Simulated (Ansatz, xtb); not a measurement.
Stretching the Cd1–F2 bond in CdFI (SMILES [F][Cd][I]) (multiplicity 1 held, fragments rigid). Energies count from the point at 1.953 Å.
Geometry at that point (charge 0, multiplicity 1):
```xyz
3

Cd     0.00000     0.00000    -1.08527
F      0.00000     0.00000    -3.03872
I      0.00000     0.00000     1.49889
```

Unrestricted levels (U-) break spin symmetry where that is lower. Active spaces are followed from a long bond inwards. Left out are points that failed, MP2 points in a non-variational dive below the minimum, coupled-cluster points behind a sign of a changed root (a jump of the amplitudes, or a one-step jump against full CI or MRCI), small-basis points behind a change of solution, and semi-empirical points at long bonds. Levels need not reach the same state.

Frozen-core correlation. Filled d and f shells under p-block atoms count as core.

Run with Ansatz (a quantum-chemistry and plane-wave program); xtb for the GFN methods. Values without a source in brackets are computed. In def2 rows elements past Kr take small-core potentials, without spin–orbit coupling. The GFN methods have no spin term and hold the electronic entropy of 300 K.

Energies in kcal/mol.

```json
[
 {"R (Å)": "1.563", "GFN2-xTB": "18.5", "U-SCS-MP2/def2-SVP": "73.7", "CASSCF(6,4)/def2-SVP": "78.8", "FIC-MRCISD+Q on CASSCF(6,4)/def2-SVP": "74.5"},
 {"R (Å)": "1.758", "GFN2-xTB": "2.1", "U-SCS-MP2/def2-SVP": "11.9", "CASSCF(6,4)/def2-SVP": "13.8", "FIC-MRCISD+Q on CASSCF(6,4)/def2-SVP": "12.2"},
 {"R (Å)": "1.953", "GFN2-xTB": "0.0", "U-SCS-MP2/def2-SVP": "0.0", "CASSCF(6,4)/def2-SVP": "0.0", "FIC-MRCISD+Q on CASSCF(6,4)/def2-SVP": "0.0"},
 {"R (Å)": "2.149", "GFN2-xTB": "3.1", "U-SCS-MP2/def2-SVP": "8.4", "CASSCF(6,4)/def2-SVP": "6.7", "FIC-MRCISD+Q on CASSCF(6,4)/def2-SVP": "8.1"},
 {"R (Å)": "2.344", "GFN2-xTB": "9.0", "U-SCS-MP2/def2-SVP": "24.1", "CASSCF(6,4)/def2-SVP": "20.7", "FIC-MRCISD+Q on CASSCF(6,4)/def2-SVP": "23.2"},
 {"R (Å)": "2.637", "GFN2-xTB": "20.8", "U-SCS-MP2/def2-SVP": "60.9", "CASSCF(6,4)/def2-SVP": "43.0", "FIC-MRCISD+Q on CASSCF(6,4)/def2-SVP": "47.8"},
 {"R (Å)": "2.930", "GFN2-xTB": "33.5", "U-SCS-MP2/def2-SVP": "86.9", "CASSCF(6,4)/def2-SVP": "59.6", "FIC-MRCISD+Q on CASSCF(6,4)/def2-SVP": "68.7"},
 {"R (Å)": "3.419", "GFN2-xTB": "52.6", "U-SCS-MP2/def2-SVP": "95.5", "CASSCF(6,4)/def2-SVP": "72.4", "FIC-MRCISD+Q on CASSCF(6,4)/def2-SVP": "87.2"},
 {"R (Å)": "3.907", "GFN2-xTB": "65.9", "U-SCS-MP2/def2-SVP": "97.3", "CASSCF(6,4)/def2-SVP": "76.2", "FIC-MRCISD+Q on CASSCF(6,4)/def2-SVP": "92.8"},
 {"R (Å)": "4.493", "GFN2-xTB": "75.1", "U-SCS-MP2/def2-SVP": "97.9", "CASSCF(6,4)/def2-SVP": "77.4", "FIC-MRCISD+Q on CASSCF(6,4)/def2-SVP": "94.5"},
 {"R (Å)": "5.274", "GFN2-xTB": "left out", "U-SCS-MP2/def2-SVP": "98.1", "CASSCF(6,4)/def2-SVP": "77.8", "FIC-MRCISD+Q on CASSCF(6,4)/def2-SVP": "95.1"},
 {"R (Å)": "6.251", "GFN2-xTB": "left out", "U-SCS-MP2/def2-SVP": "98.2", "CASSCF(6,4)/def2-SVP": "77.9", "FIC-MRCISD+Q on CASSCF(6,4)/def2-SVP": "94.8"}
]
```

Doubts at one or more of the structures used: a spin-contaminated determinant (U-SCS-MP2/def2-SVP); active orbitals that take no part (CASSCF(6,4)/def2-SVP, FIC-MRCISD+Q on CASSCF(6,4)/def2-SVP).
